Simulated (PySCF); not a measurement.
C2H6Se2, SMILES [SeH][Se]CC.

Geometry optimised at B3LYP-D3(BJ)/def2-SVP. One conformer was computed; it need not be the lowest.

Calculation: B3LYP-D3(BJ)/def2-SVP (PySCF).

Frequencies are harmonic and unscaled.

Task: Give all harmonic wavenumbers and intensities. (An estimate is asked for; the answer gives what the named calculation found.)

Result: 
```json
[
 {"mode": "1", "ν (cm⁻¹)": "77", "IR (km/mol)": "0.2", "Raman (Å⁴/amu)": "0.8", "depolarisation": "0.73", "moving atoms (share of kinetic energy)": "C 41 %, H 37 %, Se 21 %"},
 {"mode": "2", "ν (cm⁻¹)": "143", "IR (km/mol)": "0.4", "Raman (Å⁴/amu)": "3.0", "depolarisation": "0.57", "moving atoms (share of kinetic energy)": "H 37 %, C 36 %, Se 28 %"},
 {"mode": "3", "ν (cm⁻¹)": "245", "IR (km/mol)": "3.3", "Raman (Å⁴/amu)": "4.4", "depolarisation": "0.74", "moving atoms (share of kinetic energy)": "H 89 %, C 8 %"},
 {"mode": "4", "ν (cm⁻¹)": "274", "IR (km/mol)": "0.7", "Raman (Å⁴/amu)": "6.7", "depolarisation": "0.35", "moving atoms (share of kinetic energy)": "Se 51 %, H 41 %"},
 {"mode": "5", "ν (cm⁻¹)": "286", "IR (km/mol)": "1.7", "Raman (Å⁴/amu)": "5.8", "depolarisation": "0.54", "moving atoms (share of kinetic energy)": "Se 48 %, H 48 %"},
 {"mode": "6", "ν (cm⁻¹)": "307", "IR (km/mol)": "0.1", "Raman (Å⁴/amu)": "4.4", "depolarisation": "0.45", "moving atoms (share of kinetic energy)": "C 47 %, H 32 %, Se 20 %"},
 {"mode": "7", "ν (cm⁻¹)": "540", "IR (km/mol)": "1.6", "Raman (Å⁴/amu)": "18.9", "depolarisation": "0.24", "moving atoms (share of kinetic energy)": "C 67 %, H 20 %, Se 13 %"},
 {"mode": "8", "ν (cm⁻¹)": "729", "IR (km/mol)": "5.1", "Raman (Å⁴/amu)": "28.0", "depolarisation": "0.57", "moving atoms (share of kinetic energy)": "H 98 %"},
 {"mode": "9", "ν (cm⁻¹)": "746", "IR (km/mol)": "9.2", "Raman (Å⁴/amu)": "1.9", "depolarisation": "0.51", "moving atoms (share of kinetic energy)": "H 85 %, C 14 %"},
 {"mode": "10", "ν (cm⁻¹)": "973", "IR (km/mol)": "5.3", "Raman (Å⁴/amu)": "3.9", "depolarisation": "0.74", "moving atoms (share of kinetic energy)": "H 68 %, C 32 %"},
 {"mode": "11", "ν (cm⁻¹)": "1004", "IR (km/mol)": "0.7", "Raman (Å⁴/amu)": "5.3", "depolarisation": "0.73", "moving atoms (share of kinetic energy)": "H 82 %, C 18 %"},
 {"mode": "12", "ν (cm⁻¹)": "1068", "IR (km/mol)": "0.6", "Raman (Å⁴/amu)": "4.7", "depolarisation": "0.65", "moving atoms (share of kinetic energy)": "C 63 %, H 37 %"},
 {"mode": "13", "ν (cm⁻¹)": "1244", "IR (km/mol)": "21.8", "Raman (Å⁴/amu)": "3.3", "depolarisation": "0.62", "moving atoms (share of kinetic energy)": "H 76 %, C 24 %"},
 {"mode": "14", "ν (cm⁻¹)": "1255", "IR (km/mol)": "16.5", "Raman (Å⁴/amu)": "5.2", "depolarisation": "0.58", "moving atoms (share of kinetic energy)": "H 78 %, C 22 %"},
 {"mode": "15", "ν (cm⁻¹)": "1392", "IR (km/mol)": "4.5", "Raman (Å⁴/amu)": "4.9", "depolarisation": "0.74", "moving atoms (share of kinetic energy)": "H 80 %, C 20 %"},
 {"mode": "16", "ν (cm⁻¹)": "1439", "IR (km/mol)": "2.8", "Raman (Å⁴/amu)": "14.4", "depolarisation": "0.75", "moving atoms (share of kinetic energy)": "H 89 %, C 11 %"},
 {"mode": "17", "ν (cm⁻¹)": "1461", "IR (km/mol)": "7.5", "Raman (Å⁴/amu)": "18.7", "depolarisation": "0.72", "moving atoms (share of kinetic energy)": "H 97 %"},
 {"mode": "18", "ν (cm⁻¹)": "1476", "IR (km/mol)": "2.9", "Raman (Å⁴/amu)": "11.9", "depolarisation": "0.73", "moving atoms (share of kinetic energy)": "H 96 %"},
 {"mode": "19", "ν (cm⁻¹)": "2357", "IR (km/mol)": "26.5", "Raman (Å⁴/amu)": "201.4", "depolarisation": "0.28", "moving atoms (share of kinetic energy)": "H 99 %"},
 {"mode": "20", "ν (cm⁻¹)": "3026", "IR (km/mol)": "25.8", "Raman (Å⁴/amu)": "169.2", "depolarisation": "0.10", "moving atoms (share of kinetic energy)": "H 97 %"},
 {"mode": "21", "ν (cm⁻¹)": "3049", "IR (km/mol)": "9.2", "Raman (Å⁴/amu)": "167.5", "depolarisation": "0.13", "moving atoms (share of kinetic energy)": "H 94 %"},
 {"mode": "22", "ν (cm⁻¹)": "3105", "IR (km/mol)": "12.7", "Raman (Å⁴/amu)": "102.7", "depolarisation": "0.68", "moving atoms (share of kinetic energy)": "H 91 %, C 9 %"},
 {"mode": "23", "ν (cm⁻¹)": "3114", "IR (km/mol)": "2.4", "Raman (Å⁴/amu)": "102.8", "depolarisation": "0.71", "moving atoms (share of kinetic energy)": "H 91 %, C 9 %"},
 {"mode": "24", "ν (cm⁻¹)": "3132", "IR (km/mol)": "15.2", "Raman (Å⁴/amu)": "13.1", "depolarisation": "0.75", "moving atoms (share of kinetic energy)": "H 90 %, C 10 %"}
]
```
